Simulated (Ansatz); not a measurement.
Molecule: sum formula TiOF, net charge 0, doublet state. The spin state was set by rule; other spins were not relaxed. 
Structure (B3LYP-D3(BJ)/def2-TZVP (Ansatz, a program for electronic structure) minimum search):
```
Ti
O 1 1.6251
F 1 1.8373 2 123.23
```
Charge 0, spin multiplicity 2.

Quantity: vertical electron affinity (to the triplet state of charge -1; a negative value means that the extra electron is unbound and the number depends on the basis; each state is the SCF solution reached for its spin; for the doublet the Hartree-Fock reference is unstable and T1 is 0.038), in eV. Valence correlation only, unless marked. Open shells are spin-unrestricted. Spin-orbit coupling is left out. Frozen are the shells of the preceding noble gas and the d and f shells that filled before the atom's block. No relativistic terms. Anions need diffuse functions: def2-D sets add few. CBS marks a two-point X^-3 extrapolation of the correlation energy; Hartree-Fock from the larger set.

| level | program | vertical electron affinity (eV) |
|---|---|---|
| HF/def2-QZVPPD | Ansatz | 1.17 |
| SVWN5/def2-TZVPD | Ansatz | 1.33 |
| PBE0/def2-TZVPD | Ansatz | 1.33 |
| BHLYP/def2-TZVPD | Ansatz | 1.30 |
| wB97X/def2-TZVPD | Ansatz | 1.07 |
| RI-MP2/CBS(def2-TZVPPD,def2-QZVPPD) | Ansatz | 1.11 |
| CCSD/def2-TZVPPD | Ansatz | 1.28 |
| CCSD(T)/def2-SVPD | Ansatz | 1.15 |
| CCSD(T)/def2-TZVPPD | Ansatz | 1.22 |
